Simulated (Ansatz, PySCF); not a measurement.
The pair A = CH4 (SMILES C) (first 5 atoms), B = CH4O (SMILES CO); geometry from B3LYP-D3(BJ)/def2-TZVP.
(charge 0, multiplicity 1):
```
atom    x (Å)    y (Å)    z (Å)
----  -------  -------  -------
C     -0.0721   0.0307  -0.1567
H      0.0458   0.2660  -1.2132
H     -0.6491  -0.8896  -0.0623
H      0.9115  -0.1037   0.2922
H     -0.5942   0.8483   0.3387
C      0.6568   0.2704   3.5832
O     -0.6918   0.0023   3.2294
H      1.2668  -0.6396   3.6064
H      0.6423   0.6995   4.5842
H      1.1254   0.9922   2.9050
H     -0.7063  -0.3762   2.3448
```

Frozen-core correlation. CBS: X⁻³ extrapolation of the correlation energy, Hartree–Fock from the larger set. MP2 and its Hartree–Fock in aug-cc-pVTZ are density fitted.

Programs: Ansatz (Gaussian basis) for Hartree–Fock, density functionals and correlated methods; PySCF for the dispersion terms. 

The monomers are drawn apart, rigid, along the line of their centres of mass. Counterpoise-corrected interaction energies (kcal/mol):

```csv
level,R = 4.583 Å,R = 5.628 Å
PBE/def2-TZVPPD,-0.3213,-0.0772
PBE-D3(BJ)/def2-TZVPPD,-0.6216,-0.1681
wB97M-V/def2-TZVPPD,-0.4417,-0.1368
"MP2/CBS(aug-cc-pVDZ, aug-cc-pVTZ) + ΔCCSD(T)/aug-cc-pVDZ",-0.4568,-0.1327
```

Question: R is the distance of the centres of mass. Find the local exponent m of E ∝ R⁻ᵐ between the two points.

Answer: 
m = ln(E₁/E₂)/ln(R₂/R₁): PBE/def2-TZVPPD 6.9; PBE-D3(BJ)/def2-TZVPPD 6.4; wB97M-V/def2-TZVPPD 5.7; MP2/CBS(aug-cc-pVDZ, aug-cc-pVTZ) + ΔCCSD(T)/aug-cc-pVDZ 6.0. For scale, two fixed dipoles give m = 3, dipole and quadrupole 4, quadrupoles 5, and dispersion or dipole-induced dipole 6 at long range; at these distances several terms mix, and what is left of overlap and damping shifts m, so it need not match one of them.

Ansatz is a program for electronic structure.
